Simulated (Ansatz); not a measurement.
`FC1C[SiH2][SiH2]1`. Total charge 0; spin multiplicity 1. Geometry: relaxed with PBE0-D4/def2-TZVP.

```xyz
12

F     0.721    1.915    0.296
C     0.838    0.557    0.624
C    -0.545    0.044    1.049
Si   -1.297   -0.276   -0.679
Si    1.004   -0.421   -1.033
H     1.603    0.482    1.401
H    -1.052    0.721    1.741
H    -0.423   -0.922    1.553
H    -1.972    0.910   -1.266
H    -2.200   -1.452   -0.793
H     1.786    0.232   -2.114
H     1.536   -1.790   -0.780
```

**Question.** What is the dipole moment at ωB97M-V/def2-TZVPP? (An estimate is asked.)

**Answer.** Computed: 1.64 D, with components (-0.09, -1.54, 0.55) D in this frame, pointing from negative to positive charge.

**Question.** And with PBE, r2SCAN, B3LYP? (An estimate is asked.)

**Answer.** The calculation gave: PBE 1.53 D, r2SCAN 1.59 D, B3LYP 1.64 D.

**Question.** Give the Mulliken charges with ωB97M-V, r2SCAN, B3LYP in def2-TZVPP. (An estimate is asked.)

**Answer.** Computed: 
| atom | ωB97M-V | r2SCAN | B3LYP |
| --- | --- | --- | --- |
| F1 | -0.24 | -0.25 | -0.26 |
| C2 | 0.03 | 0.12 | 0.09 |
| C3 | -0.33 | -0.19 | -0.25 |
| Si4 | 0.13 | 0.21 | 0.20 |
| Si5 | 0.11 | 0.20 | 0.19 |
| H6 | 0.10 | 0.04 | 0.08 |
| H7 | 0.12 | 0.06 | 0.09 |
| H8 | 0.13 | 0.08 | 0.10 |
| H9 | -0.01 | -0.06 | -0.05 |
| H10 | -0.02 | -0.08 | -0.07 |
| H11 | -0.01 | -0.07 | -0.06 |
| H12 | -0.02 | -0.07 | -0.06 |

B3LYP here is the variant with VWN-RPA as its local correlation; programs differ in this.
